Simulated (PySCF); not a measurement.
Isomers of C6H14N2Si, mass 142.093 u with the commonest isotopes. Theory: PBE0/pcSseg-1 in PySCF (dipole) on a GFN2-xTB geometry, gas phase. One conformer each, none proved a minimum here; rigid rotors.

Question: Order these by out-of-plane moment Σ m c² = (Ia + Ib − Ic)/2, largest first.
A. `[CH:1]#[C:2][CH2:3][C@H:4]([CH2:5][NH:6][CH3:7])[NH:8][SiH3:9]` with C2–C3–C4–C5 -66°, C3–C4–C5–N6 171°, C4–C5–N6–C7 170°, C3–C4–N8–Si9 -90°
B. `[CH3:1][C:2]1=[N:3][N:4]([SiH:5]([CH3:6])[CH3:7])[CH2:8][CH2:9]1` with N3–N4–Si5–C6 -161°
C. `[CH:1]#[C:2][CH2:3][N:4]([CH3:5])[SiH2:6][N:7]([CH3:8])[CH3:9]` with C2–C3–N4–C5 -68°, C3–N4–Si6–N7 161°, N4–Si6–N7–C8 161°
D. `[CH3:1][C:2]([CH3:3])([CH3:4])[NH:5][Si@@H:6]1[CH2:7][CH:8]=[N:9]1` with C2–N5–Si6–C7 -106°
E. `[CH3:1][CH2:2][N:3]([CH3:4])[C@H:5]1[CH:6]=[N:7][SiH2:8][CH2:9]1` with C1–C2–N3–C4 -83°, C2–N3–C5–C6 -59°, N3–C5–C6–N7 141°, C6–N7–Si8–C9 -6°, N7–Si8–C9–C5 12°, N3–C5–C9–Si8 -139°
F. `[CH:1]#[C:2][C@@H:3]([CH2:4][CH3:5])[Si@@H:6]([NH2:7])[NH:8][CH3:9]` with C2–C3–C4–C5 65°, C2–C3–Si6–N7 70°, C3–Si6–N7–H -46° and 177°, C3–Si6–N8–C9 -177°

Answer: D (71.62 u·Å²), E (58.47 u·Å²), C (53.68 u·Å²), F (39.63 u·Å²), A (31.14 u·Å²), B (20.11 u·Å²).

Question: Order these by rotational constant A, largest first.
A. `[CH3:1][CH2:2][N:3]([CH3:4])[C@H:5]1[CH:6]=[N:7][SiH2:8][CH2:9]1` with C1–C2–N3–C4 -83°, C2–N3–C5–C6 -59°, N3–C5–C6–N7 141°, C6–N7–Si8–C9 -6°, N7–Si8–C9–C5 12°, N3–C5–C9–Si8 -139°
B. `[CH:1]#[C:2][C@@H:3]([CH2:4][CH3:5])[Si@@H:6]([NH2:7])[NH:8][CH3:9]` with C2–C3–C4–C5 65°, C2–C3–Si6–N7 70°, C3–Si6–N7–H -46° and 177°, C3–Si6–N8–C9 -177°
C. `[CH3:1][C:2]([CH3:3])([CH3:4])[NH:5][Si@@H:6]1[CH2:7][CH:8]=[N:9]1` with C2–N5–Si6–C7 -106°
D. `[CH:1]#[C:2][CH2:3][C@H:4]([CH2:5][NH:6][CH3:7])[NH:8][SiH3:9]` with C2–C3–C4–C5 -66°, C3–C4–C5–N6 171°, C4–C5–N6–C7 170°, C3–C4–N8–Si9 -90°

Answer: C (3009 MHz), A (2619 MHz), B (1881 MHz), D (1139 MHz).

Question: Order these by dipole moment, largest first.
A. `[CH:1]#[C:2][CH2:3][N:4]([CH3:5])[SiH2:6][N:7]([CH3:8])[CH3:9]` with C2–C3–N4–C5 -68°, C3–N4–Si6–N7 161°, N4–Si6–N7–C8 161°
B. `[CH3:1][CH2:2][N:3]([CH3:4])[C@H:5]1[CH:6]=[N:7][SiH2:8][CH2:9]1` with C1–C2–N3–C4 -83°, C2–N3–C5–C6 -59°, N3–C5–C6–N7 141°, C6–N7–Si8–C9 -6°, N7–Si8–C9–C5 12°, N3–C5–C9–Si8 -139°
C. `[CH:1]#[C:2][CH2:3][C@H:4]([CH2:5][NH:6][CH3:7])[NH:8][SiH3:9]` with C2–C3–C4–C5 -66°, C3–C4–C5–N6 171°, C4–C5–N6–C7 170°, C3–C4–N8–Si9 -90°
D. `[CH3:1][C:2]([CH3:3])([CH3:4])[NH:5][Si@@H:6]1[CH2:7][CH:8]=[N:9]1` with C2–N5–Si6–C7 -106°
E. `[CH3:1][C:2]1=[N:3][N:4]([SiH:5]([CH3:6])[CH3:7])[CH2:8][CH2:9]1` with N3–N4–Si5–C6 -161°

Answer: D (2.71 D), B (2.58 D), E (2.01 D), C (1.61 D), A (0.91 D).

```tsv
SMILES	point group	Ia (u·Å²)	Ib (u·Å²)	Ic (u·Å²)	κ	μa (D)	μb (D)	μc (D)
C#CC[C@H](CNC)N[SiH3]	C1	443.54	499.82	881.07	0.55	0.41	0.18	1.54
C#C[C@@H](CC)[Si@@H](N)NC	C1	268.70	522.79	712.22	-0.56	1.39	0.43	0.33
CCN(C)[C@H]1C=N[SiH2]C1	C1	192.97	591.21	667.25	-0.90	1.38	2.04	0.76
CC1=NN([SiH](C)C)CC1	C1	194.05	593.67	747.50	-0.82	0.76	1.80	0.44
CC(C)(C)N[Si@@H]1CC=N1	C1	167.97	656.08	680.81	-0.98	2.14	1.66	0.16
C#CCN(C)[SiH2]N(C)C	C1	166.01	713.55	772.20	-0.95	0.65	0.60	0.17
```
